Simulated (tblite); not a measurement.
Run record: tight-binding relaxation, `CNC1=C([Se]C)SC=C1`.

Computed with GFN2-xTB geometry optimisation, gas phase (tblite 0.8.0). Start geometry: from a force field or distance geometry. A driver script takes a list of jobs; this job's settings line and coordinates (Å) are shown.

Command:
```bash
OMP_NUM_THREADS=1 python probes_run.py task.json out
```

Input:
```
{"job": {"kind": "relax", "xc": "GFN2-xTB", "basis": "xTB"}, "charge": 0, "multiplicity": 1}
C     -2.428000    -1.424000    -0.519100
N     -1.063900    -1.208100    -0.162600
C     -0.599000     0.160000    -0.053800
C     -1.399200     1.232300    -0.296900
C     -0.780700     2.440800    -0.137300
S      1.036900     2.282800     0.343800
C      0.677300     0.451800     0.278300
Se     2.120700    -0.787700     0.694500
C      3.562400    -0.389900    -0.546500
H     -2.650600    -1.171500    -1.567400
H     -3.073600    -0.840000     0.178600
H     -2.686200    -2.516600    -0.369100
H     -0.415600    -2.004100     0.045600
H     -2.467700     1.191100    -0.578200
H     -1.266400     3.435900    -0.290300
H      4.455700    -0.943900    -0.210300
H      3.232600    -0.618200    -1.571300
H      3.736500     0.715600    -0.514500
```

Output:
```
step      E/eV     max force
  0    -726.82864    5.054
  1    -727.43732    2.808
  2    -727.63634    1.245
  3    -727.72055    0.689
  4    -727.74511    0.454
  5    -727.76552    0.301
  6    -727.77329    0.368
  7    -727.78664    0.316
  8    -727.79183    0.225
  9    -727.79571    0.161
... (72 lines left out)
 82    -727.87392    0.029
 83    -727.87409    0.034
 84    -727.87428    0.033
 85    -727.87447    0.033
 86    -727.87466    0.032
 87    -727.87485    0.031
 88    -727.87503    0.040
 89    -727.87511    0.027
 90    -727.87524    0.017
 91    -727.87528    0.009
```

«max force» is the largest atomic force in eV/Å.

Question: From which step on does the largest force stay under 0.1 eV/Å, and how much energy is left to gain from there?

Answer: From step 31 (0.092 eV/Å), 25.6 meV above the end.

Summary of the converged run: energy lowered by 24.1 kcal/mol over 91 steps; largest atomic force 0.009 eV/Å at the end.

Question: Give the final coordinates.

Answer: 0.263 Å rms from the input after alignment:
```
atom  x, y, z in Å
C1    -2.3679   -1.5096   -0.5538
N2    -1.1879   -1.1456    0.1960
C3    -0.6470    0.1143    0.0695
C4    -1.3889    1.2996   -0.1940
C5    -0.6261    2.4192   -0.1798
S6     1.0213    2.0967    0.1714
C7     0.6923    0.3847    0.2402
Se8    2.0384   -0.8785    0.6843
C9     3.4056   -0.2793   -0.5819
H10   -2.2360   -1.4104   -1.6389
H11   -3.2022   -0.8795   -0.2466
H12   -2.6180   -2.5434   -0.3250
H13   -0.4709   -1.8637    0.2171
H14   -2.4466    1.3092   -0.3833
H15   -0.9320    3.4314   -0.3558
H16    4.2684   -0.9262   -0.4487
H17    3.0205   -0.3626   -1.5952
H18    3.6682    0.7501   -0.3519
```

The run took 0.86 s of wall time on one thread of an Arm Neoverse V1, on a shared host.
Labels such as C1 count atoms from 1, the log's own numbers from 0.
